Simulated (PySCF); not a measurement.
Work out the structure from these simulated measurements.

Formula: C5H7NSSi.

| Quantity | Value |
| --- | --- |
| Rotational structure | rotational constants A, B, C: 3.649, 0.867, 0.706 GHz [PBE0-D3(BJ)/def2-SVP] |
| 13C NMR | chemical shifts (computed TMS as zero) by class: 155.3 (2 C), 152.6 (1 C), 127.5 (2 C) ppm [GIAO PBE0/pcSseg-1] |
| Valence photoelectron | vertical ionisation energy: 8.91 eV [ΔSCF wB97X-D/def2-SVPD] |
| UV, strongest line | among the 10 lowest singlet transitions: S8 at 6.71 eV (185 nm, f = 0.381) [TDDFT wB97X-D/def2-SVPD] |
| 1H NMR | chemical shifts (computed TMS as zero) by class: 8.56 (2 H), 7.00 (2 H), 4.77 (3 H) ppm [GIAO PBE0/pcSseg-1] |
| UV, first state | lowest singlet excitation: 5.10 eV (243 nm, f = 0.004) [TDDFT wB97X-D/def2-SVPD] |

Gas-phase values; electronic properties from PySCF, density fitting. Levels stand in brackets. Geometry: PBE0-D3(BJ)/def2-SVP, one conformer, isolated molecule. NMR values are class means; diastereotopic atoms form classes of their own.

Task: What is the compound? Reason from the data.

Result: Numbering: `[SiH3:1][S:2][c:3]1[cH:4][cH:5][n:6][cH:7][cH:8]1`. Its formula, C5H7NSSi, gives 4 degrees of unsaturation: 1 ring and 3 π bonds in the structure found (Kekulé form). 5 carbons fall into 3 classes; from least to most shielded: aromatic CH next to a ring nitrogen [C5/C7] (155.3 ppm, 2 C), substituted aromatic carbon [C3] (152.6 ppm), aromatic CH carbon [C4/C8] (127.5 ppm, 2 C, up to 4.5 ppm apart in this geometry). Hydrogen classes from least to most shielded: 2 H on 2 like atoms (aromatic CH next to a ring nitrogen), C5/C7 (8.56 ppm), 2 H on 2 aromatic CH carbons, C4/C8 (7.00 ppm), 3 H on an SiH3 silicon, Si1 (4.77 ppm). The first electron is taken from the HOMO, whose largest Löwdin shares are 0.48 on the sulfur bonded to C and Si, 0.12 on the substituted aromatic carbon, 0.10 on the pyridine-type nitrogen and 0.09 on an aromatic CH carbon. By its constants the optimised geometry is an asymmetric top. Structure: `[SiH3]Sc1ccncc1`. Computed isomers that give other values at the same levels: `[SiH3]Sc1ccccn1` (13C chemical shifts (computed TMS as zero) by class: 167.9 (1 C), 153.8 (1 C), 142.1 (1 C), 128.6 (1 C), 123.3 (1 C) ppm). The assignments are read from this structure; whether some other isomer fits the data as well wasn't checked.

Shape of the structure used: `[SiH3:1][S:2][c:3]1[cH:4][cH:5][n:6][cH:7][cH:8]1`: Si1–S2–C3–C4 179°.
